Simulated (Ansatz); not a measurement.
All values below come from Ansatz (a first-principles code) with frozen-core CCSD(T)/def2-TZVPP // PBE0-D3(BJ)/def2-TZVP.

Ansatz 0.2 input:
```yaml
crystal:
  periodic: [false, false, false]
  atoms:
    - { symbol: C, position_ang: [2.517541, -0.581509, -0.009969] }
    - { symbol: Si, position_ang: [0.899461, -0.918992, -0.387444] }
    - { symbol: N, position_ang: [-0.455131, 0.035328, -0.034481] }
    - { symbol: C, position_ang: [-0.33893, 1.294661, 0.660761] }
    - { symbol: C, position_ang: [-1.802978, -0.325183, -0.395808] }
    - { symbol: H, position_ang: [2.876932, 0.297616, 0.508362] }
    - { symbol: H, position_ang: [3.273223, -1.299787, -0.306435] }
    - { symbol: H, position_ang: [0.461252, -2.137382, -1.099466] }
    - { symbol: H, position_ang: [0.703557, 1.501969, 0.904678] }
    - { symbol: H, position_ang: [-0.910986, 1.282034, 1.596724] }
    - { symbol: H, position_ang: [-0.714933, 2.12127, 0.045187] }
    - { symbol: H, position_ang: [-2.441855, -0.411076, 0.492346] }
    - { symbol: H, position_ang: [-1.816928, -1.284778, -0.915022] }
    - { symbol: H, position_ang: [-2.250222, 0.425828, -1.059432] }
basis:
  gaussian: { orbitals: def2-TZVPP }
correlation:
  method: ccsd_t
```

Output:

```
Functional definition: HF
1692 factors; integrals over basis functions are off by at most 9.5e-4 eV
mean field evaluation 1: about -12573.4592 eV, gradient 4.3e1 eV
mean field evaluation 2: about -12573.7186 eV, gradient 4.3e1 eV
mean field evaluation 4: about -12578.6076 eV, gradient 4.5e0 eV
mean field evaluation 8: about -12578.6944 eV, gradient 3.7e-1 eV
mean field evaluation 16: about -12578.6954 eV, gradient 1.6e-6 eV
mean field -12578.69539237 eV, -462.2585295238 hartree, gradient 1.6e-6 eV, S^2 0.000000; 0 other end points of the search recorded, 0 dependent functions left out
9 core orbitals not correlated
reference -12578.69539237 eV, -462.2585295238 hartree; 15, 15 occupied and 268, 268 virtual orbitals, 1692 factors
second order -23.16240517 eV of doubles, -0.00000000 eV of singles
cycle   1  -23.83200017 eV  change   -6.7e-1 eV  update   1.0e-1
cycle   2  -24.43211266 eV  change   -6.0e-1 eV  update   3.1e-2
cycle   3  -24.55358157 eV  change   -1.2e-1 eV  update   1.6e-2
cycle   4  -24.54502308 eV  change    8.6e-3 eV  update   4.4e-3
cycle   5  -24.54418995 eV  change    8.3e-4 eV  update   2.2e-3
cycle   6  -24.54455804 eV  change   -3.7e-4 eV  update   6.8e-4
cycle   7  -24.54427343 eV  change    2.8e-4 eV  update   2.4e-4
cycle   8  -24.54427358 eV  change   -1.5e-7 eV  update   8.0e-5
cycle   9  -24.54429198 eV  change   -1.8e-5 eV  update   2.1e-5
perturbative correction -1.03420997 eV, -0.0380065152 hartree
Total energy: -12604.27389432 eV, -463.1985221327 hartree
```

Cost: roughly 29 core-minutes.
